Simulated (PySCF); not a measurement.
C4H8O2, SMILES O(C)[C@H]1[C@@H](C1)O.

The structure is a stationary point at PBE-D3(BJ)/def2-SVP. Other conformers were not sampled.

All values below come from PBE-D3(BJ)/def2-SVP (PySCF).

Frequencies are harmonic and unscaled.

Computed vibrational spectrum:
```tsv
mode	ν (cm⁻¹)	IR (km/mol)	moving atoms (share of kinetic energy)
1	102	3.4	C 43 %, O 29 %, H 28 %
2	187	2.7	H 47 %, C 36 %, O 17 %
3	202	2.9	H 75 %, C 17 %, O 8 %
4	293	35.6	H 45 %, C 28 %, O 28 %
5	328	69.9	H 63 %, O 26 %, C 11 %
6	405	12.5	C 40 %, O 34 %, H 26 %
7	414	15.3	O 38 %, C 32 %, H 29 %
8	483	1.9	H 47 %, C 31 %, O 22 %
9	773	5.0	H 49 %, C 41 %, O 10 %
10	839	12.4	H 60 %, O 22 %, C 19 %
11	909	8.4	C 62 %, H 34 %
12	950	25.7	C 65 %, H 34 %
13	957	10.3	H 70 %, C 26 %
14	1015	14.2	H 51 %, C 34 %, O 14 %
15	1035	2.5	H 59 %, C 35 %
16	1075	23.7	H 53 %, C 32 %, O 14 %
17	1132	11.4	H 46 %, C 43 %, O 11 %
18	1139	4.0	H 72 %, C 22 %
19	1168	101.2	C 40 %, H 35 %, O 24 %
20	1184	90.0	H 56 %, C 33 %, O 11 %
21	1211	102.2	H 42 %, O 31 %, C 27 %
22	1247	44.1	H 78 %, C 16 %
23	1298	30.6	H 74 %, C 22 %
24	1346	2.3	H 85 %, C 15 %
25	1403	6.0	H 94 %
26	1410	0.4	H 87 %, C 11 %
27	1432	13.8	H 92 %
28	1474	14.1	C 63 %, H 35 %
29	2901	68.2	H 97 %
30	2962	56.0	H 90 %, C 10 %
31	3012	15.4	H 92 %, C 8 %
32	3020	33.5	H 92 %, C 8 %
33	3061	2.8	H 95 %
34	3065	22.3	H 91 %, C 9 %
35	3166	3.7	H 89 %, C 11 %
36	3693	21.4	H 94 %
```
